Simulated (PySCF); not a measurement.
## Telling isomers of C₅H₁₂OSi₃ apart by NMR

PySCF calculation with coordinates at the GFN2-xTB level and NMR shieldings at PBE0/pcSseg-1/GIAO; equivalent nuclei averaged, no solvent, single conformer, no relativistic terms.

References, each an isolated molecule treated in the same way: TMS for $^{1}$H (σref 31.72) and $^{13}$C (σref 186.93). Where no couplings were computed, multiplicities follow the n + 1 count of equivalent neighbours, and m marks all less simple cases (inequivalent or close neighbours, rings, F or P nearby). Shifts are as computed. Against solution values, carbons near 30 ppm lie about +3 ppm off and those near 130 ppm about +5 ppm. Of 1309 compounds with measured shifts, 239 miss one by over three times the rms of a fit or turn the order of signals round; such compounds aren't used in these exercises.

(1) Tabulate the signals of `O=C1C[SiH](/C([SiH3])=C/[SiH3])C1`, `O=C1C[C@H](/C([SiH3])=C\[SiH3])[SiH2]1`, `C=C[Si@@H]1CC(=C)[SiH2][SiH2]O1` and their relative energies.

(2) What is the quickest way to tell O=C1C[C@H](/C([SiH3])=C\[SiH3])[SiH2]1 from C=C[Si@@H]1CC(=C)[SiH2][SiH2]O1?

(3) What is the quickest way to tell O=C1C[SiH](/C([SiH3])=C/[SiH3])C1 from C=C[Si@@H]1CC(=C)[SiH2][SiH2]O1?

(4) What is the quickest way to tell O=C1C[SiH](/C([SiH3])=C/[SiH3])C1 from O=C1C[C@H](/C([SiH3])=C\[SiH3])[SiH2]1?

Answers

(1) 
```tsv
SMILES	carbon types	δC	δH	E rel. (kcal/mol)
O=C1C[SiH](/C([SiH3])=C/[SiH3])C1	2×C 1×CH 2×CH2	205.4, 167.9, 166.2, 40.8	7.98 (q, 1H), 4.80 (m, 1H), 4.38 (s, 3H), 4.27 (d, 3H), 2.72 (m, 2H), 2.36 (m, 2H)	56.8
O=C1C[C@H](/C([SiH3])=C\[SiH3])[SiH2]1	2×C 2×CH 1×CH2	245.4, 173.1, 136.0, 62.0, 32.6	6.37 (q, 1H), 5.54 (m, 1H), 5.09 (m, 1H), 4.25 (s, 3H), 4.19 (d, 3H), 3.59 (m, 1H), 3.38 (m, 1H), 3.27 (m, 1H)	73.7
C=C[Si@@H]1CC(=C)[SiH2][SiH2]O1	1×C 1×CH 3×CH2	144.3, 144.0, 140.7, 136.0, 33.2	6.65 (m, 1H), 6.15 (m, 1H), 5.98 (m, 1H), 5.89 (m, 1H), 5.79 (m, 1H), 5.78 (m, 1H), 5.72 (m, 1H), 5.35 (m, 1H), 4.45 (m, 1H), 4.09 (m, 1H), 2.19 (m, 1H), 1.73 (m, 1H)	0.0
```

Energies are electronic energies at PBE0/pcSseg-1 on these geometries, without zero-point or thermal terms, each for the one conformer computed, which needn't be the lowest.

(2) Both give the same number of carbon signals, but DEPT or the intensities differ. The first has a carbonyl carbon (C) at 245.4 ppm, the second a terminal =CH2 carbon at 144.3 ppm.

(3) Count the carbon signals: 4 against 5. The first has a ketone carbonyl carbon (C) at 205.4 ppm, the second a terminal =CH2 carbon at 144.3 ppm. In the proton spectra the most deshielded non-exchanging signals are 7.98 (q, 1H) and 6.65 (m, 1H).

(4) Count the carbon signals: 4 against 5. The first has a ketone carbonyl carbon (C) at 205.4 ppm, the second an allylic sp3 CH bonded to Si at 32.6 ppm. Their most deshielded carbons lie at 205.4 and 245.4 ppm. In the proton spectra the most deshielded non-exchanging signals are 7.98 (q, 1H) and 6.37 (q, 1H).
